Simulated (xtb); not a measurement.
F₄Si (SMILES F[Si](F)(F)F), singlet, from a rough starting geometry; GFN2-xTB run with xtb 6.7.1.

The xtb input:
```
$ xtb mol.xyz --gfn 2 --opt vtight --json

# file mol.xyz
5

Si     0.00338248    -0.02691521     0.00933482
F      0.89587706     0.91471881     0.92435604
F     -0.97212511    -0.92510652     0.93609867
F     -0.90169842     0.91438506    -0.91026771
F      0.93763900    -0.86308994    -0.89494206
```

Q: Write the output that xtb gives for this input, abridged.

A: 
```
   ID    Z sym.   atoms
    1   14 Si     1
    2    9 F      2-5

           -------------------------------------------------
          |                Calculation Setup                |
           -------------------------------------------------

           -------------------------------------------------
          |                 G F N 2 - x T B                 |
           -------------------------------------------------

          ...................................................
          :                      SETUP                      :
          :.................................................:
          :  # basis functions                  26          :
          :  # atomic orbitals                  25          :
          :  # shells                           11          :
          :  # electrons                        32          :
          :  max. iterations                   250          :
          :  Hamiltonian                  GFN2-xTB          :
          :  restarted?                      false          :
          :  GBSA solvation                  false          :
          :  PC potential                    false          :
          :  electronic temp.          300.0000000     K    :
          :  accuracy                    1.0000000          :
          :  -> integral cutoff          0.2500000E+02      :
          :  -> integral neglect         0.1000000E-07      :
          :  -> SCF convergence          0.1000000E-05 Eh   :
          :  -> wf. convergence          0.1000000E-03 e    :
          :  Broyden damping             0.4000000          :
          :  net charge                          0          :
          :  unpaired electrons                  0          :
          ...................................................

 iter      E             dE          RMSdq      gap      omega  full diag
   1    -20.8889339 -0.208889E+02  0.817E+00   12.08       0.0  T
   2    -20.9460943 -0.571604E-01  0.439E+00   10.54       1.0  T
   3    -20.9484494 -0.235512E-02  0.144E+00   10.82       1.0  T
   4    -20.9515273 -0.307792E-02  0.544E-01   10.35       1.0  T
   5    -20.9506913  0.836012E-03  0.580E-01   10.75       1.0  T
   6    -20.9523601 -0.166878E-02  0.276E-02   10.52       1.6  T
   7    -20.9523449  0.152214E-04  0.564E-02   10.54       1.0  T
   8    -20.9523594 -0.144981E-04  0.128E-02   10.52       3.5  T
   9    -20.9523601 -0.748384E-06  0.269E-03   10.52      16.6  T
  10    -20.9523602 -0.328550E-07  0.473E-04   10.52      94.6  T
  11    -20.9523602 -0.104285E-08  0.349E-05   10.52    1281.8  T

   *** convergence criteria satisfied after 11 iterations ***

         :::::::::::::::::::::::::::::::::::::::::::::::::::::
         ::                     SUMMARY                     ::
         :::::::::::::::::::::::::::::::::::::::::::::::::::::
         :: total energy             -20.894714309946 Eh    ::
         :: gradient norm              0.061683165884 Eh/a0 ::
         :: HOMO-LUMO gap             10.519295703783 eV    ::
         ::.................................................::
         :: SCC energy               -20.952359969766 Eh    ::
         :: -> isotropic ES            0.057861048173 Eh    ::
         :: -> anisotropic ES          0.000010905829 Eh    ::
         :: -> anisotropic XC         -0.005803380694 Eh    ::
         :: -> dispersion             -0.002168696317 Eh    ::
         :: repulsion energy           0.057645659820 Eh    ::
         :: add. restraining           0.000000000000 Eh    ::
         :: total charge               0.000000000000 e     ::
         :::::::::::::::::::::::::::::::::::::::::::::::::::::

      -----------------------------------------------------------
     |                   =====================                   |
     |                        A N C O P T                        |
     |                   =====================                   |
[...]
 * total energy  :   -20.8947143 Eh     change       -0.5666578E-11 Eh
 * total energy  :   -20.8969022 Eh     change       -0.2187909E-02 Eh
 * total energy  :   -20.8979555 Eh     change       -0.1053279E-02 Eh
 * total energy  :   -20.8980170 Eh     change       -0.6148528E-04 Eh
 * total energy  :   -20.8980519 Eh     change       -0.3494753E-04 Eh
 * total energy  :   -20.8980764 Eh     change       -0.2443842E-04 Eh
 * total energy  :   -20.8980802 Eh     change       -0.3830775E-05 Eh
 * total energy  :   -20.8980817 Eh     change       -0.1536381E-05 Eh
 * total energy  :   -20.8980831 Eh     change       -0.1314684E-05 Eh
 * total energy  :   -20.8980834 Eh     change       -0.3088151E-06 Eh
 * total energy  :   -20.8980834 Eh     change       -0.6901970E-07 Eh
   *** GEOMETRY OPTIMIZATION CONVERGED AFTER 11 ITERATIONS ***
         :: total energy             -20.898083429090 Eh    ::
[...]
         1        2.0000           -0.9909499             -26.9651
       ...           ...                  ...                  ...
         4        2.0000           -0.8636763             -23.5018
         5        2.0000           -0.6666318             -18.1400
         6        2.0000           -0.5978236             -16.2676
         7        2.0000           -0.5978216             -16.2676
         8        2.0000           -0.5978193             -16.2675
         9        2.0000           -0.5718449             -15.5607
        10        2.0000           -0.5718441             -15.5607
        11        2.0000           -0.5616584             -15.2835
        12        2.0000           -0.5616563             -15.2834
        13        2.0000           -0.5616539             -15.2834
        14        2.0000           -0.5588192             -15.2062
        15        2.0000           -0.5588155             -15.2061
        16        2.0000           -0.5588114             -15.2060 (HOMO)
        17                         -0.1462383              -3.9793 (LUMO)
        18                         -0.1462191              -3.9788
        19                         -0.1462000              -3.9783
        20                          0.0282702               0.7693
        21                          0.0282806               0.7696
        22                          0.2973424               8.0911
        23                          0.9798129              26.6621
        24                          0.9798248              26.6624
        25                          0.9799246              26.6651
      -------------------------------------------------------------
                  HL-Gap            0.4125731 Eh           11.2267 eV
             Fermi-level           -0.3525249 Eh           -9.5927 eV

     #   Z          covCN         q      C6AA      α(0)
     1  14 Si       2.822     0.758   163.225    28.041
     2   9 F        0.705    -0.190    11.139     3.941
     3   9 F        0.705    -0.190    11.139     3.941
     4   9 F        0.705    -0.190    11.139     3.941
     5   9 F        0.705    -0.190    11.139     3.941

 Mol. C6AA /au·bohr⁶  :        632.799144
 Mol. C8AA /au·bohr⁸  :      24917.213973
 Mol. α(0) /au        :         43.804500

Wiberg/Mayer (AO) data.
largest (>0.10) Wiberg bond orders for each atom

 ---------------------------------------------------------------------------
     #   Z sym  total        # sym  WBO       # sym  WBO       # sym  WBO
 ---------------------------------------------------------------------------
     1  14 Si   4.607 --     5 F    1.152     2 F    1.152     3 F    1.152
                             4 F    1.152
     2   9 F    1.289 --     1 Si   1.152
     3   9 F    1.289 --     1 Si   1.152
     4   9 F    1.289 --     1 Si   1.152
     5   9 F    1.289 --     1 Si   1.152
 ---------------------------------------------------------------------------

Topologies differ in total number of bonds
Writing topology from bond orders to xtbtopo.mol

molecular dipole:
                 x           y           z       tot (Debye)
 q only:        0.000      -0.000       0.000
   full:        0.000      -0.000       0.000       0.001
molecular quadrupole (traceless):
                xx          xy          yy          xz          yz          zz
 q only:       -0.000      -0.000      -0.000      -0.000       0.000       0.000
  q+dip:       -0.000      -0.000      -0.000      -0.000       0.000       0.000
   full:       -0.000      -0.000      -0.000      -0.000      -0.000       0.000

optimized geometry written to: xtbopt.xyz

           -------------------------------------------------
          | TOTAL ENERGY              -20.898083429090 Eh   |
          | GRADIENT NORM               0.000050671674 Eh/α |
          | HOMO-LUMO GAP              11.226685449849 eV   |
           -------------------------------------------------

normal termination of xtb
```
